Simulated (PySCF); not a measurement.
**Spin-rotation constants: `[BH3-][N+](C)(C)C/C=N/C`, C5H15BN2**

Geometry (Å), atoms numbered from 1 in this order:
```xyz
23

B    -1.3210    1.2017   -1.0697
N    -1.1053   -0.0880   -0.0570
C    -2.3815   -0.3801    0.5892
C    -0.6804   -1.2520   -0.8277
C    -0.1145    0.1967    0.9921
C     1.2617    0.4588    0.4670
N     2.2110   -0.2918    0.8011
C     3.5378   -0.0357    0.3385
H    -2.2553    0.9262   -1.7569
H    -1.5329    2.1428   -0.3680
H    -0.3252    1.3216   -1.7123
H    -2.7206    0.4977    1.1346
H    -3.1226   -0.6126   -0.1715
H    -2.2911   -1.2251    1.2790
H    -1.4172   -1.4553   -1.6012
H    -0.5694   -2.1298   -0.1843
H     0.2720   -1.0406   -1.3078
H    -0.0569   -0.6496    1.6889
H    -0.4488    1.0880    1.5301
H     1.3732    1.3304   -0.1852
H     3.8975   -0.9311   -0.1700
H     4.1745    0.1266    1.2091
H     3.6100    0.8281   -0.3351
```

Computed with GIAO B97-2/pcSseg-0 magnetisability, rotational g tensor and spin-rotation constants, non-relativistic, gas phase in PySCF 2.14.0. Geometry: GFN2-xTB.

Give the nuclear spin-rotation constants along the inertial axes (H = +C I·J) beside the isotropic shieldings.

Rotational constants 4.1045, 1.0305, 1.0137 GHz. A star marks the isotopologue with that one atom substituted, in its own axes.
| atom | isotope | Caa (kHz) | Cbb (kHz) | Ccc (kHz) | mean (kHz) | σ (ppm) |
| --- | --- | --- | --- | --- | --- | --- |
| B1 | 11B | 0.811 | 0.115 | 0.189 | 0.372 | 119.3 |
| N2 | 14N | 0.158 | 0.047 | 0.042 | 0.082 | 228.4 |
| N7 | 14N | 1.504 | 0.205 | 0.055 | 0.588 | -144.2 |
| H9 | 1H | 0.035 | -0.108 | -0.066 | -0.046 | 30.4 |
| H10 | 1H | -0.374 | -0.099 | 0.025 | -0.149 | 30.4 |
| H11 | 1H | -0.071 | -0.075 | -0.070 | -0.072 | 30.3 |
| H12 | 1H | -0.432 | -0.117 | 0.016 | -0.178 | 30.2 |
| H13 | 1H | -0.091 | -0.130 | -0.059 | -0.093 | 30.4 |
| H14 | 1H | -0.494 | 0.024 | -0.126 | -0.199 | 31.1 |
| H15 | 1H | -0.090 | -0.129 | -0.064 | -0.094 | 30.6 |
| H16 | 1H | -0.500 | 0.021 | -0.126 | -0.201 | 31.4 |
| H17 | 1H | -0.076 | -0.097 | -0.100 | -0.091 | 30.7 |
| H18 | 1H | -0.491 | 0.039 | -0.129 | -0.194 | 30.5 |
| H19 | 1H | -0.413 | -0.120 | 0.022 | -0.170 | 29.6 |
| H20 | 1H | -0.320 | 0.093 | -0.122 | -0.116 | 25.0 |
| H21 | 1H | -0.386 | -0.106 | 0.018 | -0.158 | 29.0 |
| H22 | 1H | -0.103 | -0.111 | -0.049 | -0.087 | 29.1 |
| H23 | 1H | -0.420 | 0.037 | -0.128 | -0.170 | 29.8 |
| C3 | 13C* | 0.639 | 0.194 | 0.221 | 0.351 | 136.6 |
| C5 | 13C* | 0.815 | 0.223 | 0.224 | 0.421 | 121.4 |
| C6 | 13C* | 1.719 | 0.458 | 0.226 | 0.801 | 23.2 |
| C8 | 13C* | 0.645 | 0.186 | 0.206 | 0.346 | 140.9 |

For the geometry as given, no vibrational averaging.
